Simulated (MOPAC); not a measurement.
Job for MOPAC: PM6 on iminoborane (SMILES B=N), a point of a bond scan (R = 1.575 Å).

```
PM6 1SCF PRECISE CHARGE=0 THREADS=1
BH2N

B     -0.00000000 1    -0.00000000 1    -0.69205561 1
N      0.00000000 1     0.00000000 1     0.54091709 1
H      0.00000000 1     0.00000000 1    -2.26730936 1
H      0.00000000 1     0.00000000 1     1.53276862 1
```

It printed:

```
*******************************************************************************
 **                                                                           **
 **                              MOPAC v23.2.5                                **
 **                                                                           **
 *******************************************************************************
 ** MOPAC's Digital Object Identifier: https://doi.org/10.5281/zenodo.6511958 **
 **                                                                           **
 ** Please cite the open-source release paper for use of this MOPAC version:  **
 ** J. E. Moussa and J. J. P. Stewart (2026)                                  **
 ** MOPAC: An open-source semiempirical molecular orbital program             **
 ** J. Open Source Softw., 11(119), 8025, https://doi.org/10.21105/joss.08025 **
 *******************************************************************************

                              PM6 CALCULATION RESULTS

 *******************************************************************************
 *  PM6        - The PM6 Hamiltonian to be used
 *
 *
 *
 *                 CHARGE ON SYSTEM = 0
 *
 *
 *
 *  PRECISE    - TIGHTER CRITERIA TO BE USED
 *  1SCF       - DO 1 SCF AND THEN STOP
 *  THREADS=1  - MULTI-THREADING NOT USED
 *  T=         - A TIME OF 172800.0 SECONDS REQUESTED
 *  DUMP=N     - RESTART FILE WRITTEN EVERY 7200.0 SECONDS REQUESTED
 *******************************************************************************
PM6 1SCF PRECISE CHARGE=0 THREADS=1
 BH2N

   ATOM   CHEMICAL          X               Y               Z
  NUMBER   SYMBOL      (ANGSTROMS)     (ANGSTROMS)     (ANGSTROMS)

     1       B         -0.00000000  *  -0.00000000  *  -0.69205561  *
     2       N          0.00000000  *   0.00000000  *   0.54091709  *
     3       H          0.00000000  *   0.00000000  *  -2.26730936  *
     4       H          0.00000000  *   0.00000000  *   1.53276862  *



          CARTESIAN COORDINATES

    NO.       ATOM           X           Y           Z

     1         B         -0.0000     -0.0000     -0.6921
     2         N          0.0000      0.0000      0.5409
     3         H          0.0000      0.0000     -2.2673
     4         H          0.0000      0.0000      1.5328

 General Reference for PM6:
 "Optimization of Parameters for Semiempirical Methods V: Modification of NDDO Approximations
 and Application to 70 Elements", J. J. P. Stewart, J. Mol. Mod., 13, 1173-1213 (2007)
 URL: https://link.springer.com/article/10.1007/s00894-007-0233-4

           Empirical Formula: H2 N B  =     4 atoms



      MOLECULAR POINT GROUP   :   C*v


      RHF CALCULATION, NO. OF DOUBLY OCCUPIED LEVELS = 5


 -------------------------------------------------------------------------------
 PM6 1SCF PRECISE CHARGE=0 THREADS=1
 BH2N



     1SCF WAS SPECIFIED, SO BFGS WAS NOT USED
     SCF FIELD WAS ACHIEVED


                              PM6 CALCULATION
                                                       MOPAC v23.2.5 Linux




          FINAL HEAT OF FORMATION =         44.64073 KCAL/MOL =     186.77683 KJ/MOL


          COSMO AREA              =         68.22 SQUARE ANGSTROMS
          COSMO VOLUME            =         49.55 CUBIC ANGSTROMS

          IONIZATION POTENTIAL    =         11.271639 EV
          HOMO LUMO ENERGIES (EV) =        -11.272  1.076
          NO. OF FILLED LEVELS    =          5
          MOLECULAR WEIGHT        =         26.8325         POINT GROUP:  C*v

          MOLECULAR DIMENSIONS (Angstroms)

            Atom       Atom       Distance
            H     4    H     3     3.80008
            H     4    H     3     0.00000
            B     1    N     2     0.00000


          SCF CALCULATIONS        =          1





   ATOM   CHEMICAL          X               Y               Z
  NUMBER   SYMBOL      (ANGSTROMS)     (ANGSTROMS)     (ANGSTROMS)

     1       B         -0.00000000  *  -0.00000000  *  -0.69205561  *
     2       N          0.00000000  *   0.00000000  *   0.54091709  *
     3       H          0.00000000  *   0.00000000  *  -2.26730936  *
     4       H          0.00000000  *   0.00000000  *   1.53276862  *

                             CARTESIAN COORDINATES

   1    B       -0.000000000    -0.000000000    -0.692055610
   2    N        0.000000000     0.000000000     0.540917090
   3    H        0.000000000     0.000000000    -2.267309360
   4    H        0.000000000     0.000000000     1.532768620


           Empirical Formula: H2 N B  =     4 atoms



      MOLECULAR POINT GROUP   :   C*v


                  EIGENVALUES
 -29.17362 -18.73911 -12.11546 -11.27164 -11.27164   1.07582   2.36321   2.36321
   4.28486   7.35577


              NET ATOMIC CHARGES AND DIPOLE CONTRIBUTIONS

  ATOM NO.   TYPE          CHARGE      No. of ELECS.   s-Pop       p-Pop
    1          B          -0.055897        3.0559     1.14550     1.91039
    2          N          -0.483339        5.4833     1.47817     4.00517
    3          H           0.232406        0.7676     0.76759
    4          H           0.306831        0.6932     0.69317
 DIPOLE           X         Y         Z       TOTAL
 POINT-CHG.     0.000     0.000    -1.342     1.342
 HYBRID        -0.000     0.000     1.043     1.043
 SUM           -0.000     0.000    -0.299     0.299


          ATOMIC ORBITAL ELECTRON POPULATIONS

     Atom    s        px        py        pz
    1  B   1.14550   0.55843   0.55843   0.79354
    2  N   1.47817   1.44157   1.44157   1.12202
    3  H   0.76759
    4  H   0.69317

 **********************
 *                    *
 * JOB ENDED NORMALLY *
 *                    *
 **********************




 == MOPAC DONE ==
```

The run finished.

Cost: very roughly 0.020 core-seconds.
